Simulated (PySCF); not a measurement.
# How methods differ on the fine-structure interval of Tl

Tl [Xe] 4f14 5d10 6s2 6p1 [6p1/2^1, M_J = 1/2] → Tl [Xe] 4f14 5d10 6s2 6p1 [6p3/2^1, M_J = 3/2], as a difference of total energies. Computed with PySCF 2.14 in x2c-TZVPall-2c, with the two-component X2C-1e Hamiltonian. Correlated levels: [Kr] 4d10 4f14 frozen; the 26 highest virtual spinors dropped. "Screened" scales the spin-orbit matrix elements by Boettger's factors to mimic the two-electron term; Breit and QED terms are absent.

| method | fine-structure interval (cm⁻¹) |
| --- | --- |
| GHF (screened spin-orbit) | 8134.4 |
| GMP2 (screened spin-orbit) | 7344.4 |
| GHF (bare spin-orbit) | 8321.0 |

Errors of the correlated levels include the incompleteness of this basis and the frozen core.

For comparison: 7792.7 cm⁻¹ (measured; NIST Handbook of Basic Atomic Spectroscopic Data (Sansonetti and Martin, J. Phys. Chem. Ref. Data 34, 1559 (2005))).
